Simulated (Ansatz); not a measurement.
Input file for Ansatz (a quantum-chemistry and plane-wave program): U-CCSD(T)/def2-TZVPP on CdH2Se (SMILES [SeH][CdH]), a point of a bond scan (R = 2.258 Å). Elements past Kr take the def2 small-core potentials; no spin–orbit coupling. The run froze 18 orbitals, filled d shells among them.

Ansatz 0.2 input:
```yaml
crystal:
  periodic: [false, false, false]
  atoms:
    - {symbol: Cd, position_ang: [-0.57782857, -0.43492185, -0.71648612]}
    - {symbol: H, position_ang: [-1.85906872, -1.40756768, -2.30147614]}
    - {symbol: Se, position_ang: [0.83268525, 0.66552990, 1.01516222]}
    - {symbol: H, position_ang: [0.95136823, -0.59636766, 1.76637103]}
basis:
  gaussian:
    orbitals: def2-TZVPP
correlation: {method: ccsd_t, electrons: outside_noble_gas}
scf: {omitted_lower_state_checks: [cluster_reference]}
magnetization: {spin_polarized: true, initial_magnetization: 0}
```

Q: Give the final energy of this run.

A: -2568.4815 hartree (reference determinant -2567.8584, T1 diagnostic 0.020).

Q: How many basis functions does it have, and what does it roughly cost on one machine?

A: 132 functions; very roughly 40 core-seconds.
